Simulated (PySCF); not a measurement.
An unknown is described by computed data only.

Formula: C8H8ClFO.

| Item | Value |
| --- | --- |
| 1H NMR | chemical shifts (computed TMS as zero) by class: 4.89 (1 H), 4.67 (1 H), 4.63 (1 H), 4.62 (1 H), 4.43 (1 H), 2.30 (1 H), 1.89 (1 H), 1.42 (1 H) ppm [GIAO PBE0/pcSseg-1] |
| NMR, other nuclei | isotropic shieldings of nuclei other than C and H, by class: 196 (1 O), 422 (1 F), 676 (1 Cl) ppm [GIAO PBE0/pcSseg-1] |
| 13C NMR | chemical shifts (computed TMS as zero) by class: 159.9 (1 C), 104.8 (1 C), 90.2 (1 C), 89.8 (1 C), 81.1 (1 C), 68.1 (1 C), 37.3 (1 C), 32.4 (1 C) ppm [GIAO PBE0/pcSseg-1] |
| Rotational structure | rotational constants A, B, C: 1.290, 0.681, 0.606 GHz [GFN2-xTB] |
| Dipole | 3.25 D [PBE0/pcSseg-1] |

The electronic properties come from PySCF, for the isolated species, density fitting. Levels stand in brackets. The structure is a single GFN2-xTB conformer in the gas phase; no vibrational or solvent corrections. NMR values are class means; diastereotopic atoms form classes of their own.

Question: What is the compound? Reason from the data.

Answer: Numbering: `[CH:1]#[C:2][C@@:3]1([CH2:4][F:5])[CH:6]=[C:7]([Cl:8])[O:9][CH2:10][CH2:11]1`. Its formula, C8H8ClFO, gives 4 degrees of unsaturation: 1 ring and 3 π bonds in the structure found. 8 carbons fall into 8 classes; from least to most shielded: vinylic C–Cl carbon [C7] (159.9 ppm), alkene CH carbon [C6] (104.8 ppm), alkyne carbon [C2] (90.2 ppm), sp3 C–F carbon [C4] (89.8 ppm), terminal alkyne carbon [C1] (81.1 ppm), ring sp3 carbon bound to oxygen [C10] (68.1 ppm), allylic carbon [C3] (37.3 ppm), ring CH2 carbon [C11] (32.4 ppm). Hydrogen classes from least to most shielded: 1 H on an alkene CH carbon, C6 (4.89 ppm), 1 H on an sp3 carbon bound to oxygen, C10 (4.67 ppm), 1 H on an sp3 C–F carbon, C4 (4.63 ppm), 1 H on an sp3 C–F carbon, C4 (4.62 ppm), 1 H on an sp3 carbon bound to oxygen, C10 (4.43 ppm), 1 H on a ring CH2 carbon, C11 (2.30 ppm), 1 H on a terminal alkyne carbon, C1 (1.89 ppm), 1 H on a ring CH2 carbon, C11 (1.42 ppm). The other shieldings belong to: 196 ppm, cyclic ether oxygen [O9]; 422 ppm, alkyl fluorine [F5]; 676 ppm, vinyl chlorine [Cl8]. The optimised geometry has point group C1 and is an asymmetric top. Structure: `C#C[C@@]1(CF)C=C(Cl)OCC1`. The assignments are read from this structure; whether some other isomer fits the data as well wasn't checked. The mirror image fits equally.
